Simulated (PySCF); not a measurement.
# Electron correlation in Zr⁺ (zirconium, charge +1)

[Kr] 4d1 5s1 5p1, one real determinant (an excited configuration). Computed with PySCF 2.14 in dyall-av2z (22s15p11d2f, 136 functions), with no relativity, point nucleus. Frozen: [Kr]; 3 electrons correlated; the 51 highest virtual orbitals of each spin left out.

MP2 pair energies summed by pair of shells (mhartree):

```tsv
pair	energy	share (%)
4d-5s	-3.39	41.2
5s-5p	-2.73	33.2
4d-5p	-2.11	25.6
```

Total MP2 correlation energy: -8.22 mhartree.

Same-spin part -8.22 and opposite-spin part 0.00 mhartree; SCS-MP2 scales them by 1/3 and 6/5 to -2.74 mhartree.

The reference is one real determinant that mixes LS terms of this configuration.
